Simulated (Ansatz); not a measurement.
Input for Ansatz (an electronic-structure program): U-BHLYP/def2-TZVPP on Cl2Ta (SMILES [Cl][Ta][Cl]), 2S+1 = 2, a spin state set in the input, which need not be the lowest. Elements past Kr take the def2 small-core potentials; no spin–orbit coupling.

Ansatz 0.2 input:
```yaml
crystal:
  periodic: [false, false, false]
  atoms:
    - {symbol: Ta, position_ang: [-0.01084047, 0.01586224, -0.02343047]}
    - {symbol: Cl, position_ang: [-0.17244110, 1.67099193, -1.59617123]}
    - {symbol: Cl, position_ang: [0.15001285, -1.63948257, 1.54928207]}
basis:
  gaussian:
    orbitals: def2-TZVPP
hamiltonian:
  xc: {name: BHLYP}
magnetization: {spin_polarized: true, initial_magnetization: 1}
```

Output:

```
WARN ansatz: RAYON_NUM_THREADS=4 ignored (pool sized by the plan → 4); use --threads N
Functional definition: BHLYP
integrals: 0.07 GiB planned
1146 factors; their error is unknown
mean field: 0.79 GiB planned
mean field evaluation 1: about -26594.2113 eV, gradient 1.5e1 eV
mean field evaluation 2: about -26593.4494 eV, gradient 2.1e1 eV
mean field evaluation 4: about -26595.5364 eV, gradient 7.7e-1 eV
mean field evaluation 8: about -26595.6940 eV, gradient 1.1e-1 eV
mean field evaluation 16: about -26595.6941 eV, gradient 2.2e-4 eV
mean field evaluation 32: about -26595.8321 eV, gradient 1.6e-1 eV
mean field evaluation 64: about -26595.8331 eV, gradient 2.3e-6 eV
mean field evaluation 96: about -26595.8318 eV, gradient 1.6e-1 eV
mean field evaluation 128: about -26595.8025 eV, gradient 1.5e0 eV
mean field -26595.83312969 eV, -977.3788402128 hartree, gradient 1.1e-6 eV, S^2 1.382826; 19 other end points of the search recorded, 0 dependent functions left out
reference -26595.83328199 eV, -977.3788458099 hartree; 24, 23 occupied and 116, 117 virtual orbitals, 1146 factors
Total energy: -26595.83328199 eV, -977.3788458099 hartree
```

Self-consistency was reached. Its determinant has ⟨S²⟩ = 1.38, a mixture of spin states.

Cost: roughly 2.8 core-minutes.
